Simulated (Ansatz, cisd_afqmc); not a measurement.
System: LiCl, charge 0, singlet. LiCl (SMILES [Cl][Li]).
B3LYP-D3(BJ)/def2-TZVP minimum from Ansatz (a program for electronic structure):
```
Li
Cl 1 2.0172
```

Total energies in def2-SVP, 8 correlated electrons, 6 frozen orbitals. Radicals and triplets start from unrestricted determinants; spin-orbit coupling is neglected. Correlated methods leave the cores frozen. No relativity. The Monte Carlo rows (phaseless AFQMC, CISD trial, step 0.005/hartree) carry one-sigma bars that omit the constraint's bias. Outlying blocks are dropped, and bars are widened where a walk drifts. Over all cases where full CI ran beside it in this data, AFQMC minus full CI had a median of +0.1 mEh and passed +0.4 mEh in a tenth of the cases.

| method | program | energy (Eh) | error against FCI (mEh) |
|---|---|---|---|
| HF | Ansatz | -466.87619 | 151.82 |
| MP2 | Ansatz | -467.01348 | 14.53 |
| CCSD | Ansatz | -467.02558 | 2.42 |
| CCSD(T) | Ansatz | -467.02759 | 0.42 |
| CCSDT(Q) | Ansatz | -467.02800 | 0.01 |
| CCSDTQ | Ansatz | -467.02800 | 0.01 |
| AFQMC/CISD | cisd_afqmc | -467.0281 ± 0.0002 | -0.1 ± 0.2 |
| FCI | Ansatz | -467.02801 | 0.00 |

Rough core times of Ansatz's runs on a shared machine: CCSD(T) under 20 s, CCSDT(Q) under 20 s, CCSDTQ under 20 s, FCI 30 s.
